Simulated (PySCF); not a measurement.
Species: C₈H₇B.
Structure used (PBE0-D3(BJ)/def2-SVP), in Å, numbered top down from 1:
```
atom  x, y, z in Å
C1     3.6851   -0.0444   -0.0354
C2     2.4721   -0.0647   -0.0239
C3     1.0349   -0.0831   -0.0107
C4     0.3960   -1.3116   -0.0512
B5    -1.0960   -1.6308   -0.0502
C6    -2.2044   -0.5813   -0.0042
C7    -2.0810    0.7852    0.0472
C8    -0.8983    1.5753    0.0694
C9     0.4241    1.2131    0.0446
H10    4.7594   -0.0361   -0.0460
H11    1.0907   -2.1588   -0.0896
H12   -1.4162   -2.8001   -0.0899
H13   -3.2425   -0.9369   -0.0108
H14   -3.0050    1.3762    0.0762
H15   -1.0730    2.6552    0.1129
H16    1.1374    2.0419    0.0710
```

The closed-shell ground state was solved at several levels (PySCF, density fitting, gas phase, non-relativistic).

```csv
level,basis functions,HOMO (eV),LUMO (eV),gap (eV),dipole (D)
B3LYP/pcJ-1,313,-7.05,-2.42,4.63,2.17
PBE0/pcSseg-1,188,-7.28,-2.30,4.98,2.15
wB97X-D/pcSseg-1,188,-8.97,-0.63,8.34,2.07
```

**Question.** What might B3LYP/def2-SVPD (236 basis functions) give for the same quantities?

**Answer.** HOMO -7.07 eV, LUMO -2.46 eV, gap 4.61 eV, dipole 2.11 D.

**Question.** Over all these levels, which gives the widest orbital gap and which the narrowest?

**Answer.** wB97X-D/pcSseg-1 (range-separated hybrid) has the widest, 8.34 eV, and B3LYP/def2-SVPD (global hybrid, 20 % exact exchange) the narrowest, 4.61 eV. Functional and basis both differ between the two, so the spread mixes both effects.

**Question.** How far do the dipole and the HOMO energy spread over the levels?

**Answer.** The dipole runs from 2.07 to 2.17 D (mean 2.12 D) and the HOMO from -8.97 to -7.05 eV.
